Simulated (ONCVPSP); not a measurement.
**Ce: ONCV pseudisation with PBE, scalar-relativistic reference atom.**

The input file (ONCVPSP 4.0.1):

```
# ATOM AND REFERENCE CONFIGURATION
# atsym  z   nc   nv     iexc    psfile
  Ce 58.00    9    5        4      upf
#
#   n    l    f
    1    0    2.00
    2    0    2.00
    2    1    6.00
    3    0    2.00
    3    1    6.00
    3    2   10.00
    4    0    2.00
    4    1    6.00
    4    2   10.00
    4    3    1.00
    5    0    2.00
    5    1    6.00
    5    2    1.00
    6    0    2.00
#
# PSEUDOPOTENTIAL AND OPTIMIZATION
# lmax
    3
#
#   l,   rc,      ep,       ncon, nbas, qcut
    0    2.30    0.00    3    7    4.70
    1    2.80    0.00    4    9    3.80
    2    3.10    0.00    4    9    4.90
    3    1.40    0.00    3    7    9.90
#
# LOCAL POTENTIAL
# lloc, lpopt,  rc(5),   dvloc0
    3    5    1.40    0.00
#
# VANDERBILT-KLEINMAN-BYLANDER PROJECTORs
# l, nproj, debl
    0    3    1.00
    1    1    1.90
    2    3    1.00
    3    0    0.40
#
# MODEL CORE CHARGE
# icmod, fcfact, rcfact
    3    6.00    1.30
#
# LOG DERIVATIVE ANALYSIS
# epsh1, epsh2, depsh
   -3.00    5.00    0.02
#
# OUTPUT GRID
# rlmax, drl
    6.00    0.01
#
# TEST CONFIGURATIONS
# ncnf
    4
# nvcnf
#   n    l    f
    5
    4    3    1.00
    5    0    2.00
    5    1    6.00
    5    2    1.00
    6    0    1.00
#
    5
    4    3    1.00
    5    0    2.00
    5    1    6.00
    5    2    1.00
    6    0    0.00
#
    5
    4    3    1.00
    5    0    2.00
    5    1    6.00
    5    2    0.00
    6    0    0.00
#
    5
    4    3    0.00
    5    0    2.00
    5    1    6.00
    5    2    0.00
    6    0    0.00
#
```

Command:

```bash
oncvpsp.x < Ce.dat > Ce.out
```

Resulting log (shortened: citation, most of the input echo, consistency checks and plot data are left out):

```
ONCVPSP  (Optimized Norm-Conservinng Vanderbilt PSeudopotential)
scalar-relativistic version 4.0.1

#   n    l    f        energy (Ha)
    1    0    2.00    -1.4799411E+03
    2    0    2.00    -2.3695921E+02
    2    1    6.00    -2.1221216E+02
    3    0    2.00    -5.1025506E+01
    3    1    6.00    -4.3156225E+01
    3    2   10.00    -3.1981862E+01
    4    0    2.00    -1.0324820E+01
    4    1    6.00    -7.7563172E+00
    4    2   10.00    -4.0602388E+00
    4    3    1.00    -1.9776557E-01
    5    0    2.00    -1.4916576E+00
    5    1    6.00    -8.5351103E-01
    5    2    1.00    -1.1241853E-01
    6    0    2.00    -1.3761889E-01

Reference configufation results
  iterations    29
  all-electron total energy (Ha)   -8.86045642D+03

Begin loop to  construct optimized pseudo wave functions
and semi-local pseudopoentials for all angular momenta

   Wellstate for l =  0  n =  7
     eigenvalue =   0.8624
     asymptotic potential =   1.3624
     half-point radius =  4.7798

Calculating optimized projector #   1

 for l=   0

    Fraction of norm inside rc  0.929338
    Optimizing pswf for qcut=   4.71 a_B^-1,  ecut=  11.07 Ha
    Residual kinetic energy error=  1.33D-05 Ha

    Energy error per electron        Cutoff
         Ha          eV             Ha
         0.01000     0.27211        5.69
         0.00100     0.02721        8.09
         0.00010     0.00272        9.60
         0.00001     0.00027       13.03

Calculating optimized projector #   2

 for l=   0

    Fraction of norm inside rc  0.055953
    Optimizing pswf for qcut=   4.71 a_B^-1,  ecut=  11.07 Ha
    Residual kinetic energy error=  1.03D-05 Ha

    Energy error per electron        Cutoff
         Ha          eV             Ha
         0.01000     0.27211        3.00
         0.00100     0.02721        7.33
         0.00010     0.00272        9.35
         0.00001     0.00027       11.77

Calculating optimized projector #   3

 for l=   0

    Fraction of norm inside rc  0.133558
    Optimizing pswf for qcut=   4.71 a_B^-1,  ecut=  11.07 Ha
    Residual kinetic energy error=  9.05D-05 Ha

    Energy error per electron        Cutoff
         Ha          eV             Ha
         0.01000     0.27211        6.47
         0.00100     0.02721        9.06
         0.00010     0.00272       11.30
         0.00001     0.00027       17.58

Calculating optimized projector #   1

 for l=   1

    Fraction of norm inside rc  0.940471
    Optimizing pswf for qcut=   3.80 a_B^-1,  ecut=   7.23 Ha
    Residual kinetic energy error=  7.86D-06 Ha

    Energy error per electron        Cutoff
         Ha          eV             Ha
         0.01000     0.27211        4.01
         0.00100     0.02721        5.23
         0.00010     0.00272        6.33
         0.00001     0.00027        7.49

   Wellstate for l =  2  n =  7
     eigenvalue =   0.8876
     asymptotic potential =   1.3876
     half-point radius =  6.5324

   Wellstate for l =  2  n =  8
     eigenvalue =   1.8876
     asymptotic potential =   2.3876
     half-point radius =  5.9821

Calculating optimized projector #   1

 for l=   2

    Fraction of norm inside rc  0.628769
    Optimizing pswf for qcut=   4.90 a_B^-1,  ecut=  12.03 Ha
    Residual kinetic energy error=  2.28D-08 Ha

    Energy error per electron        Cutoff
         Ha          eV             Ha
         0.01000     0.27211        4.54
         0.00100     0.02721        6.34
         0.00010     0.00272        7.98
         0.00001     0.00027        9.23

Calculating optimized projector #   2

 for l=   2

    Fraction of norm inside rc  0.164594
    Optimizing pswf for qcut=   4.90 a_B^-1,  ecut=  12.03 Ha
    Residual kinetic energy error=  3.54D-08 Ha

    Energy error per electron        Cutoff
         Ha          eV             Ha
         0.01000     0.27211        5.08
         0.00100     0.02721        6.86
         0.00010     0.00272        8.38
         0.00001     0.00027        9.66

Calculating optimized projector #   3

 for l=   2

    Fraction of norm inside rc  0.202969
    Optimizing pswf for qcut=   4.90 a_B^-1,  ecut=  12.03 Ha
    Residual kinetic energy error=  2.15D-07 Ha

    Energy error per electron        Cutoff
         Ha          eV             Ha
         0.01000     0.27211        6.10
         0.00100     0.02721        7.93
         0.00010     0.00272        9.05
         0.00001     0.00027       10.20

Calculating optimized projector #   1

 for l=   3

    Fraction of norm inside rc  0.760845
    Optimizing pswf for qcut=   9.91 a_B^-1,  ecut=  49.12 Ha
    Residual kinetic energy error=  7.34D-04 Ha

    Energy error per electron        Cutoff
         Ha          eV             Ha
         0.01000     0.27211       41.95
         0.00100     0.02721       48.53
         0.00010     0.00272      124.70

Construct Vanderbilt / Kleinmman-Bylander projectors

B matrix Hermiticity error, ll=   0
   1   2    9.2994E-05
   1   3   -2.2603E-04
   2   3    3.4574E-05

  Orthonormal projector coefficients  1.8754E+01  2.7398E+00  1.2567E+00

B matrix Hermiticity error, ll=   2
   1   2   -4.5919E-05
   1   3    7.3987E-05
   2   3    4.7147E-05

  Orthonormal projector coefficients  1.0745E+01  1.0261E+00  8.3084E-02

Model core correction analysis
  based on d2Exc/dn_idn_j

d2excae - all-electron derivatives

   -1.851062D-02   -1.402508D-02   -1.088367D-02   -4.408601D-03
   -1.585221D-03
   -1.402470D-02   -2.637007D-02   -2.298185D-02   -9.152915D-03
   -1.669539D-03
   -1.088336D-02   -2.298185D-02   -2.296350D-02   -1.271378D-02
   -2.591705D-03
   -4.408390D-03   -9.152708D-03   -1.271365D-02   -1.752935D-02
   -1.344632D-02
   -1.584970D-03   -1.669175D-03   -2.590917D-03   -1.344251D-02
   -2.373447D-02

d2excps - pseudofunction derivatives with no core correction

   -7.232152D-02   -3.392623D-02   -2.317839D-02   -5.915896D-03
   -3.476390D-03
   -3.393224D-02   -3.164872D-02   -2.529804D-02   -9.730076D-03
   -2.289483D-03
   -2.318610D-02   -2.529847D-02   -2.412762D-02   -1.298145D-02
   -2.918745D-03
   -5.917283D-03   -9.729928D-03   -1.298127D-02   -1.767378D-02
   -1.352502D-02
   -3.476859D-03   -2.289121D-03   -2.917970D-03   -1.352124D-02
   -2.381071D-02

rms 2nd derivative error    1.271846E-02

rmatch, rhocmatch    1.1587    4.0509

Teter function model core charge with specified parameters

d2excps - pseudofunction derivatives with core correction

   -3.641717D-02   -2.022573D-02   -1.489212D-02   -4.870573D-03
   -2.170432D-03
   -2.022637D-02   -2.270488D-02   -2.069949D-02   -9.144425D-03
   -1.462339D-03
   -1.489243D-02   -2.069940D-02   -2.126897D-02   -1.263254D-02
   -2.515307D-03
   -4.870413D-03   -9.144194D-03   -1.263235D-02   -1.767840D-02
   -1.346660D-02
   -2.170272D-03   -1.461955D-03   -2.514516D-03   -1.346282D-02
   -2.372865D-02

rms 2nd derivative error    4.278613E-03

Pseudoatom total energy  -39.380672

Diagnostic tests using Vanderbilt-Kleinman-Bylander pseudopotentials
  1 or more projectors used as specified by nproj input data

   l    rcore       rmatch      e in        delta e   norm test  slope test

   0   2.3052803   2.3752736  -1.4916576   0.0000153   1.0001291   1.0001346
   0   2.3052803   2.3752736  -0.1376189   0.0000020   1.0000323   1.0000198
   0   2.3052803   2.3752736   0.8623811   0.0000436   1.0001710   1.0001710

   1   2.8083879   2.8936567  -0.8535110  -0.0000001   0.9999994   0.9999989

   2   3.1090147   3.2034111  -0.1124185   0.0000002   1.0000337   1.0000383
   2   3.1090147   3.2034111   0.8875815   0.0000073   1.0001126   1.0001126
   2   3.1090147   3.2034111   1.8875815   0.0000133   1.0001668   1.0001668

   3   1.4031088   1.4457102  -0.1977656  -0.0000892   0.9999316   0.9997695

 Testing for bound ghosts
   n   l    E NL Schr. Eq   E Basis Diag.   E Cutoff

       0                       -4.857541     49.73  WARNING - GHOST(-)
   1   0       -1.491642       -1.489039     49.73
   2   0       -0.137617       -0.108628     49.73

       1                       -2.044967     38.62  WARNING - GHOST(-)
   2   1       -0.853511       -0.849995     38.62

   3   2       -0.112418       -0.111421     57.32

 Testing for highly-localized positive-energy ghosts
       l    <radius>/rc     E Basis Diag.   E Cutoff

       2        0.732654        5.544769     57.32  WARNING - GHOST(+)

Test configuration 0

   n   l     f        eae           eps        diff
   1   0  2.0000-1479.94110866
   2   0  2.0000 -236.95921040
   2   1  6.0000 -212.21215917
   3   0  2.0000  -51.02550606
   3   1  6.0000  -43.15622483
   3   2 10.0000  -31.98186178
   4   0  2.0000  -10.32482030
   4   1  6.0000   -7.75631720
   4   2 10.0000   -4.06023881
   4   3  1.0000   -0.19776557   -0.19785481   -8.92D-05
   5   0  2.0000   -1.49165757   -1.49164224    1.53D-05
   5   1  6.0000   -0.85351103   -0.85351111   -8.34D-08
   5   2  1.0000   -0.11241853   -0.11241833    2.05D-07
   6   0  2.0000   -0.13761889   -0.13761692    1.97D-06

    Total energies and differences
      AE_ref= -8.86045642D+03  AE_tst= -8.86045642D+03  dif=  0.00D+00
      PS_ref= -3.93806720D+01  PS_tst= -3.93806720D+01  dif=  3.13D-13
      PSP excitation error= -3.13D-13

Test configuration 1

   n   l     f        eae           eps        diff
   1   0  2.0000-1480.16007880
   2   0  2.0000 -237.17727305
   2   1  6.0000 -212.43027002
   3   0  2.0000  -51.24341272
   3   1  6.0000  -43.37413539
   3   2 10.0000  -32.19975493
   4   0  2.0000  -10.54259113
   4   1  6.0000   -7.97405561
   4   2 10.0000   -4.27786647
   4   3  1.0000   -0.41470364   -0.41599895   -1.30D-03
   5   0  2.0000   -1.70862914   -1.70922821   -5.99D-04
   5   1  6.0000   -1.06993806   -1.07009361   -1.56D-04
   5   2  1.0000   -0.31469321   -0.31456309    1.30D-04
   6   0  1.0000   -0.31201117   -0.31206772   -5.66D-05

    Total energies and differences
      AE_ref= -8.86045642D+03  AE_tst= -8.86023334D+03  dif=  2.23D-01
      PS_ref= -3.93806720D+01  PS_tst= -3.91575224D+01  dif=  2.23D-01
      PSP excitation error= -6.54D-05

Test configuration 2

   n   l     f        eae           eps        diff
   1   0  2.0000-1480.41747061
   2   0  2.0000 -237.43339831
   2   1  6.0000 -212.68646148
   3   0  2.0000  -51.49912321
   3   1  6.0000  -43.62985240
   3   2 10.0000  -32.45548012
   4   0  2.0000  -10.79787533
   4   1  6.0000   -8.22927087
   4   2 10.0000   -4.53288251
   4   3  1.0000   -0.66805954   -0.67116479   -3.11D-03
   5   0  2.0000   -1.96141576   -1.96296240   -1.55D-03
   5   1  6.0000   -1.32058656   -1.32099574   -4.09D-04
   5   2  1.0000   -0.54588356   -0.54553935    3.44D-04

    Total energies and differences
      AE_ref= -8.86045642D+03  AE_tst= -8.85982612D+03  dif=  6.30D-01
      PS_ref= -3.93806720D+01  PS_tst= -3.87501123D+01  dif=  6.31D-01
      PSP excitation error= -2.59D-04

Test configuration 3

   n   l     f        eae           eps        diff
   1   0  2.0000-1480.81149717
   2   0  2.0000 -237.83077466
   2   1  6.0000 -213.08373478
   3   0  2.0000  -51.89343533
   3   1  6.0000  -44.02418306
   3   2 10.0000  -32.85042818
   4   0  2.0000  -11.18922491
   4   1  6.0000   -8.62048481
   4   2 10.0000   -4.92396187
   4   3  1.0000   -1.05268605   -1.05090075    1.79D-03
   5   0  2.0000   -2.33978250   -2.33908965    6.93D-04
   5   1  6.0000   -1.68760204   -1.68715406    4.48D-04

    Total energies and differences
      AE_ref= -8.86045642D+03  AE_tst= -8.85912132D+03  dif=  1.34D+00
      PS_ref= -3.93806720D+01  PS_tst= -3.80457048D+01  dif=  1.33D+00
      PSP excitation error=  1.30D-04

Test configuration 4

psatom: WARNING lschvkbb convergence error n,l,iter=   3   2   3
ea(ii),et,emin,emax -1.124183E-01 -1.236602E-01 -1.236602E-01 -1.236602E-01
run_config: WARNING for fully non-local PS atom, stg. 1
 WARNING no output for configuration 5
```

Note: ghosts flagged at negative energy: s at -132.2 eV, p at -55.6 eV; GHOST(+) flagged for d at 150.9 eV. A true bound ghost makes a file unfit for plane-wave use.

The run took about 5.5 s on one core of a shared server CPU.
